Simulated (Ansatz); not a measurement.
`[F][GeH][I]`• → F• + Ge• + H• + I•  (atomization)

Gas-phase electronic energies from Ansatz, PBE0-D4/def2-TZVP geometries. CCSD(T)/CBS adds triple-zeta CCSD(T) − MP2 to the extrapolated MP2 energy (def2 sets, frozen cores). This one scheme is used for every species, atoms too. DFT in def2-TZVPP. HSE06 is defined as in plane-wave codes. No spin–orbit coupling; open shells (•) take unrestricted orbitals. Spin–orbit coupling would lower the free atoms: a little for F; clearly for Ge; strongly for I. Elements past krypton have def2 core potentials. Bonds to Ge, I are less sure, by a few kJ/mol each and by 10 to 20 or more in all where they break to atoms, as the def2 sets lack core-valence functions. Scalar relativity is left out up to krypton.

(1) What is ΔE at CCSD(T)/CBS? (Best estimate.)

(2) What do these levels give: r2SCAN0-D4, BHLYP-D4, HSE06, BHLYP, CCSD/def2-SVP, MP2/def2-QZVPP? (Estimate.)

Largest T1 diagnostic among the species: 0.013.

## Answers

(1) Ansatz gave: +993.0 kJ/mol.

(2) The calculation gave: r2SCAN0-D4 973.9, BHLYP-D4 935.1, HSE06 977.2, BHLYP 920.4, CCSD/def2-SVP 875.6, MP2/def2-QZVPP 1018.3 kJ/mol.

Leaving LDA and LC-ωPBE aside and taking each functional with its dispersion term where it has one, the values, not all of them listed here, spread over 86.8 kJ/mol, from BHLYP-D4 to PBE-D4. LDA lies +171.9 kJ/mol from PBE without D4, its usual overbinding. The D4 term adds +14.8 kJ/mol with B3LYP and +7.6 kJ/mol with PBE0; it sums over pairs of atoms, weighted by their polarisabilities, and B3LYP, whose exchange is more repulsive, gets the larger term.

B3LYP here is the variant with VWN-RPA as its local correlation; programs differ in this.

For atomizations the MP2-based limit and the directly extrapolated one differ by several kJ/mol either way, and by 10 to 25 for some Ge, Se and Sn compounds, so smaller differences from it don't rank the levels.
